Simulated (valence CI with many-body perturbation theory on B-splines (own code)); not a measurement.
# E1 line list for Ir²⁸⁺

Method: configuration interaction combined with many-body perturbation theory (CI+MBPT): three valence electrons over a frozen Dirac-Fock core [Kr] 4d10, a basis of 8 s, 8 p, 9 d, 9 f, 6 g, 3 h, 2 i functions for each j, with the one-electron correlation potential Σ1, the two-electron term Σ2, the three-electron term Σ3, Breit, model QED; selected CI, second order for the rest, scaled by the run's own slope (own B-spline code, finite nucleus).

The last digits are not significant, and no measured levels were compared; by estimate large intervals hold to a few tenths of a per cent, small ones and those within an open d or f shell to about a per cent. Core correlation moves these levels by up to 50000 cm⁻¹, and in measured spectra 5 to 20 % of such shifts remained as error; rates that hang on mixing are uncertain with them.

Lines 151 to 187 of 187 in falling wavelength, among levels below 1388600 cm⁻¹, chosen from the strongest by gf and those to the six lowest levels. Wavelengths and rates use the calculated energies. Electric multipoles are in the length gauge, E1 and E2 with the static RPA response of the core. Weak lines are less certain than strong ones. Lines between different terms over intervals too small for the method are left out, as are lines whose strength nearly cancels. The highest levels of a list are the least certain.

Levels are named by their leading jj configuration (3d3/2^4 stands for four electrons in 3d with j = 3/2), which in mixed levels can hold well under half, so a name can repeat and another be missing. Letters in brackets count levels of one name in rising energy.

```
λ vac (nm)                        Upper                       Lower   A (s⁻¹)  log gf  Branch %
     7.985           (4f7/2^2 5s) J=5/2   (4f5/2^2 4f7/2) J=5/2 [b]  3.85e+05   -5.66      13.2
     7.968   (4f5/2 4f7/2 5s) J=5/2 [b]             (4f5/2^3) J=5/2  1.71e+04   -7.01       0.8
     7.954   (4f5/2 4f7/2 5s) J=3/2 [a]             (4f5/2^3) J=5/2  1.44e+05   -6.26       8.8
     7.941           (4f7/2^2 5s) J=5/2   (4f5/2^2 4f7/2) J=3/2 [b]  3.74e+05   -5.67      12.9
     7.939           (4f7/2^2 5s) J=3/2   (4f5/2^2 4f7/2) J=5/2 [b]  6.95e+05   -5.58      17.2
     7.933          (4f7/2^2 5s) J=13/2  (4f5/2^2 4f7/2) J=11/2 [a]  4.40e+03   -7.24       1.1
     7.929   (4f5/2 4f7/2 5s) J=3/2 [b]   (4f5/2^2 4f7/2) J=5/2 [a]  5.08e+04   -6.72       1.8
     7.925   (4f5/2 4f7/2 5s) J=3/2 [b]   (4f5/2^2 4f7/2) J=3/2 [a]  1.68e+06   -5.20      58.9
     7.920           (4f7/2^2 5s) J=9/2       (4f5/2^2 4f7/2) J=9/2  3.30e+04   -6.51       3.0
     7.913  (4f5/2 4f7/2 5s) J=11/2 [a]             (4f5/2^3) J=9/2  2.04e+03   -7.64       0.4
     7.903           (4f7/2^2 5s) J=7/2             (4f5/2^3) J=5/2  5.55e+03   -7.38       0.4
     7.896           (4f7/2^2 5s) J=3/2   (4f5/2^2 4f7/2) J=3/2 [b]  5.69e+04   -6.67       1.4
     7.882           (4f7/2^2 5s) J=7/2       (4f5/2^2 4f7/2) J=9/2  2.19e+05   -5.79      14.2
     7.872   (4f5/2 4f7/2 5s) J=3/2 [b]             (4f5/2^3) J=5/2  1.25e+05   -6.33       4.4
     7.868           (4f5/2^2 5s) J=1/2             (4f5/2^3) J=3/2  7.58e+05   -5.85      34.1
     7.854   (4f5/2 4f7/2 5s) J=5/2 [b]             (4f5/2^3) J=3/2  1.88e+05   -5.98       9.2
     7.841   (4f5/2 4f7/2 5s) J=7/2 [a]             (4f5/2^3) J=9/2  4.41e+04   -6.49       3.8
     7.841   (4f5/2 4f7/2 5s) J=3/2 [a]             (4f5/2^3) J=3/2  1.86e+04   -7.16       1.1
     7.826   (4f5/2 4f7/2 5s) J=9/2 [b]             (4f5/2^3) J=9/2  5.04e+04   -6.33       4.8
     7.797  (4f5/2 4f7/2 5s) J=11/2 [c]       (4f5/2^2 4f7/2) J=9/2  5.11e+03   -7.25       0.2
     7.794   (4f5/2 4f7/2 5s) J=7/2 [b]             (4f5/2^3) J=9/2  2.44e+05   -5.75      18.9
     7.785      (4f5/2 4f7/2 5s) J=13/2  (4f5/2 4f7/2^2) J=13/2 [a]  1.39e+05   -5.75       7.4
     7.777  (4f5/2 4f7/2 5s) J=11/2 [c]  (4f5/2 4f7/2^2) J=13/2 [a]  8.14e+04   -6.05       3.5
     7.761   (4f5/2 4f7/2 5s) J=3/2 [b]             (4f5/2^3) J=3/2  9.58e+04   -6.46       3.4
     7.759           (4f7/2^2 5s) J=5/2   (4f5/2^2 4f7/2) J=3/2 [a]  5.88e+05   -5.50      20.2
     7.719           (4f7/2^2 5s) J=3/2   (4f5/2^2 4f7/2) J=5/2 [a]  1.68e+05   -6.22       4.1
     7.716           (4f7/2^2 5s) J=3/2   (4f5/2^2 4f7/2) J=3/2 [a]  5.02e+04   -6.75       1.2
     7.713       (4f5/2 4f7/2 5s) J=1/2             (4f5/2^3) J=3/2  1.69e+06   -5.52      38.5
     7.708           (4f7/2^2 5s) J=5/2             (4f5/2^3) J=5/2  2.34e+04   -6.90       0.8
     7.700  (4f5/2 4f7/2 5s) J=11/2 [b]             (4f5/2^3) J=9/2  1.54e+04   -6.78       1.0
     7.665           (4f7/2^2 5s) J=3/2             (4f5/2^3) J=5/2  4.56e+05   -5.79      11.3
     7.654      (4f5/2 4f7/2 5s) J=13/2  (4f5/2^2 4f7/2) J=11/2 [a]  2.26e+04   -6.56       1.2
     7.602           (4f7/2^2 5s) J=5/2             (4f5/2^3) J=3/2  3.08e+03   -7.80       0.1
     7.599           (4f7/2^2 5s) J=9/2             (4f5/2^3) J=9/2  6.50e+03   -7.25       0.6
     7.563           (4f7/2^2 5s) J=7/2             (4f5/2^3) J=9/2  9.64e+03   -7.18       0.6
     7.560           (4f7/2^2 5s) J=3/2             (4f5/2^3) J=3/2  9.33e+03   -7.50       0.2
     7.485  (4f5/2 4f7/2 5s) J=11/2 [c]             (4f5/2^3) J=9/2  1.49e+04   -6.82       0.6
```
